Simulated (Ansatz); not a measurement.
C18H22, a cluster, relaxed as a singlet with RKS PBE-D4/def2-SVP in Ansatz, starting from the GFN2-xTB geometry. Force threshold 0.03 eV/Å.

Start:

```xyz
40

C    -3.1045   -3.8179   -4.4313
C    -1.8808   -3.0854   -4.9821
C    -1.2409   -2.2412   -3.9174
C    -0.2566   -2.7693   -3.0928
C     0.3306   -1.9986   -2.1071
C    -0.0505   -0.6767   -1.9167
C     0.5807    0.1562   -0.8398
C    -0.1963    0.0099    0.4817
C     0.4337    0.8444    1.5584
C     0.0564    2.1679    1.7451
C     0.6610    2.9479    2.7129
C     1.6673    2.4305    3.5177
C     2.2964    3.2679    4.5953
C     1.5241    3.1245    5.9082
C     2.0459    1.1077    3.3299
C     1.4410    0.3268    2.3624
C    -1.0562   -0.1573   -2.7215
C    -1.6423   -0.9285   -3.7080
H    -2.8189   -4.4682   -3.6077
H    -3.5663   -4.4232   -5.2077
H    -3.8379   -3.1034   -4.0651
H    -1.1590   -3.8160   -5.3529
H    -2.1868   -2.4558   -5.8201
H     0.0565   -3.7950   -3.2300
H     1.1007   -2.4259   -1.4797
H     0.5847    1.2086   -1.1323
H     1.6149   -0.1566   -0.6785
H    -1.2299    0.3220    0.3174
H    -0.2003   -1.0426    0.7732
H    -0.7250    2.5906    1.1293
H     0.3490    3.9742    2.8467
H     3.3312    2.9547    4.7509
H     2.3004    4.3176    4.2930
H     1.5200    2.0864    6.2324
H     0.4935    3.4470    5.7781
H     1.9799    3.7292    6.6887
H     2.8255    0.6850    3.9484
H     1.7506   -0.7012    2.2312
H    -1.3757    0.8660   -2.5789
H    -2.4163   -0.5023   -4.3312
```

(1) Estimate the energy that the relaxation releases and the steps that it takes.

(2) Does the start keep its bonding and symmetry?

(3) Predict the relaxed structure.

Answers

(1) 0.32 eV, in 5 steps; 16 s on 2 threads of AMD EPYC 7R13 on a shared host and a share (18 GiB) of an NVIDIA H100 80GB HBM3. No frequencies were taken in this run, so the end may be a saddle point.

(2) By distances, no bond broke or formed. The bond that changes most is C1–H20, from 1.09 to 1.11 Å (atoms count from 1). Point group Cs at the start, Cs at the end, both within 0.05 Å.

(3) 
```tsv
atom	x (Å)	y (Å)	z (Å)
C1	-3.166	-3.876	-4.470
C2	-1.937	-3.141	-5.028
C3	-1.253	-2.279	-3.991
C4	-0.240	-2.802	-3.163
C5	0.361	-2.017	-2.170
C6	-0.028	-0.678	-1.966
C7	0.584	0.151	-0.863
C8	-0.180	0.022	0.478
C9	0.434	0.853	1.579
C10	0.052	2.195	1.776
C11	0.664	2.985	2.758
C12	1.684	2.465	3.579
C13	2.304	3.300	4.677
C14	1.552	3.179	6.012
C15	2.065	1.123	3.382
C16	1.454	0.333	2.400
C17	-1.042	-0.155	-2.792
C18	-1.643	-0.940	-3.786
H19	-2.885	-4.537	-3.626
H20	-3.652	-4.501	-5.248
H21	-3.920	-3.157	-4.089
H22	-1.213	-3.883	-5.428
H23	-2.244	-2.510	-5.889
H24	0.090	-3.844	-3.308
H25	1.158	-2.449	-1.543
H26	0.605	1.222	-1.157
H27	1.640	-0.149	-0.699
H28	-1.237	0.323	0.316
H29	-0.202	-1.048	0.773
H30	-0.743	2.627	1.146
H31	0.345	4.031	2.892
H32	3.362	2.993	4.821
H33	2.328	4.365	4.362
H34	1.536	2.128	6.366
H35	0.497	3.506	5.905
H36	2.024	3.799	6.801
H37	2.860	0.690	4.012
H38	1.772	-0.714	2.266
H39	-1.359	0.892	-2.660
H40	-2.427	-0.503	-4.425
```
Bond lengths: 19 × C–C 1.40 to 1.55 Å; 22 × C–H 1.10 to 1.11 Å.
